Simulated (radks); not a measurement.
Values are calculated unless marked as measured or tabulated.
Task: Excited configurations of W I: one electron is placed in a higher orbital outside [Xe] 4f14 5d4 6s1. The ground configuration is [Xe] 4f14 5d4 6s2. Level of theory: Dirac Kohn-Sham, BLYP, spin-unpolarised, spherical densities, finite nucleus; open shells fill j = l - 1/2 first; Fermi nuclear charge, rms radius 5.3658 fm (a radial shooting solver on a logarithmic mesh with Libxc functionals). Excitation = E - E(ground); binding = E(ion) - E, where the ion is the core of charge +1; n* = 1/sqrt(2 binding) in atomic units, and the quantum defect is n - n*.

outer orbital  excitation (eV)  binding (eV)     n*  quantum defect  eigenvalue (eV)  <r> (bohr)
6p1/2                    4.017         4.682  1.705           4.295           -2.214       4.335
7s1/2                    6.305         2.395  2.384           4.616           -1.297       8.695
7p1/2                    6.948         1.752  2.787           4.213           -0.933       11.10

Estimate the row for 6d3/2.

Result: excitation (eV) 7.213; binding (eV) 1.486; n* 3.026; quantum defect 2.974; eigenvalue (eV) -0.571; <r> (bohr) 10.57. The Delta-SCF ionisation energy is 8.699 eV (NIST Atomic Spectra Database: 7.864 eV, measured). Self-interaction in the functional shifts the binding energies and quantum defects, so they are the method's values and not measured ones. Spin polarisation and multiplet splitting are left out, so open shells lie too high by an amount that depends on their filling.

Beside tabulated values, note that spin-unpolarised runs miss the spin-polarisation part of the exchange energy of open shells.
